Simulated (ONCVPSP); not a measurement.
# Before and after: ONCV potential for strontium (Sr)

ONCVPSP 4.0.1 input, shortened (lines: element, Z, core and valence counts, functional; n l f; lmax; l rc ep ncon nbas qcut; lloc lpopt rc5 dvloc0; l nproj debl; icmod fcfact rcfact), LDA (Perdew-Wang 92), fully relativistic:

```
  Sr 38.00    6    3  -001012      upf
    1    0    2.00
    2    0    2.00
    2    1    6.00
    3    0    2.00
    3    1    6.00
    3    2   10.00
    4    0    2.00
    4    1    6.00
    5    0    1.75
    2
    0    2.35    0.00    3    6    4.40
    1    1.55    0.00    5    9    6.30
    2    1.90    0.06    4    9    5.90
    4    5    1.20    4.00
    0    2    3.90
    1    2    1.20
    2    1    0.40
    0    0.00    0.00
```

Open shells are filled in proportion to 2j + 1.

In the d channel the program set the typed energies aside and used 0.050 Ha (j = l + 1/2; the other j can differ).

All-electron outer shells of the reference configuration (LDA (PZ), scalar-relativistic, ld1.x):

```json
{"shell": "4s", "level (eV)": "-42.39", "outermost node (bohr)": "0.59", "outermost maximum (bohr)": "1.19"}
{"shell": "4p", "level (eV)": "-24.33", "outermost node (bohr)": "0.61", "outermost maximum (bohr)": "1.32"}
{"shell": "5s", "level (eV)": "-4.82", "outermost node (bohr)": "1.65", "outermost maximum (bohr)": "3.58"}
```

Change: s: ncon 4, nbas 7.

Cutoffs: the cutoffs (Ha) at which the residual kinetic energy of the hardest occupied pseudo-wave falls to 1 and 0.1 mHa per electron; they do not see the model core or the augmentation charge, which bear on the density cutoff. Errors are all-electron minus pseudo energies relative to the spin-unpolarised reference configuration.

Q: How do hardness, ghosts and transferability respond?

A: The potential gets neither clearly harder nor softer (19 Ha and 80 Ha → 19 Ha and 80 Ha); the p channel sets the loose cutoff, while the largest relative change is in s, which becomes harder; the errors of the 4 common tests hardly move; neither file shows a bound ghost.

```csv
quantity,base,changed
"cutoff, loose",19 Ha,19 Ha
"cutoff, tight",80 Ha,80 Ha
loose cutoff by channel,"s 4.0 Ha, p 19 Ha","s 6.0 Ha, p 19 Ha"
bound ghosts,none,none
GHOST(+) flags under 300 eV,none,none
"error for 4s2 4p6 5s2, meV [ΔE -1.06 eV]",0.0,0.0
"error for 4s2 4p6 5s1, meV [ΔE 5.00 eV]",-0.2,-0.2
"error for 4s2 4p6 5s0, meV [ΔE 16.18 eV]",-2.4,-2.2
"error for 4s2 4p5 5s2, meV [ΔE 27.35 eV]",+27,+24
s: phases at 2.39 bohr within 0.05 rad from the reference energy up to (Ha; the scan ends near 5),2.4,2.8
p3/2: phases at 1.57 bohr within 0.05 rad from the reference energy up to (Ha; the scan ends near 5),4.6,4.6
p1/2: phases at 1.57 bohr within 0.05 rad from the reference energy up to (Ha; the scan ends near 5),4.6,4.6
d5/2: phases at 1.92 bohr within 0.05 rad from the reference energy up to (Ha; the scan ends near 5),2.9,2.9
d3/2: phases at 1.92 bohr within 0.05 rad from the reference energy up to (Ha; the scan ends near 5),2.9,2.9
```
